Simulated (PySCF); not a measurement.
# SrS⁺: frontier orbitals

BHandHLYP at R = 2.641 Å; basis Sr def2-SVP with ECP28, S def2-SVP; scalar-relativistic core potentials; PySCF 2.14. State: ²Π (doublet), unpaired electrons π ↑. Only the outer orbitals are listed, counted within each symmetry, core potentials removing the inner ones.

```csv
spin,orbital,occ.,ε (eV),on Sr (%),main shells (%)
α,4σ,1,-53.64,100,100 Sr s
α,2π,1,-32.89,100,100 Sr p
α,2π,1,-32.82,100,100 Sr p
α,5σ,1,-32.76,98,98 Sr p
α,6σ,1,-24.24,5,94 S s
α,3π,1,-13.17,8,92 S p
α,7σ,1,-12.48,19,"78 S p, 9 Sr d, 9 Sr s"
α,3π,1,-11.89,11,"88 S p, 9 Sr d"
α,8σ,0,-6.54,98,"82 Sr s, 9 Sr p"
α,1δ,0,-4.73,99,"90 Sr d, 9 Sr p"
α,1δ,0,-4.72,100,100 Sr d
β,4σ,1,-53.63,100,100 Sr s
β,2π,1,-32.87,100,100 Sr p
β,2π,1,-32.83,100,100 Sr p
β,5σ,1,-32.73,98,98 Sr p
β,6σ,1,-22.56,6,93 S s
β,7σ,1,-12.07,21,"76 S p, 10 Sr s, 9 Sr d"
β,3π,1,-11.47,13,"86 S p, 10 Sr d"
β,3π,0,-6.83,32,"68 S p, 26 Sr d"
β,8σ,0,-6.53,97,"81 Sr s, 9 Sr p"
β,1δ,0,-4.73,99,92 Sr d
```

Problem. Which are the highest filled and the lowest empty level, where do they sit, and how wide is the gap?

Solution. Highest filled β 3π at -11.47 eV (in %: 86 S p, 10 Sr d); lowest empty β 3π at -6.83 eV (in %: 68 S p, 26 Sr d); the gap at BHandHLYP is 4.64 eV. Both belong to one degenerate shell, split only by its one-sided filling, so this is no excitation gap.

* bond order (Mayer): 1.33
* ⟨S²⟩: 0.754
* charge on Sr (Mulliken, basis-dependent): 1.20
* charge on Sr (Löwdin, basis-dependent): 0.95
* dipole moment (positive dipole points towards S; it is taken about the centre of mass and depends on that origin): -9.24 D

Spin–orbit coupling is left out. The state was picked by a PBE0 search and need not be the measured ground state.
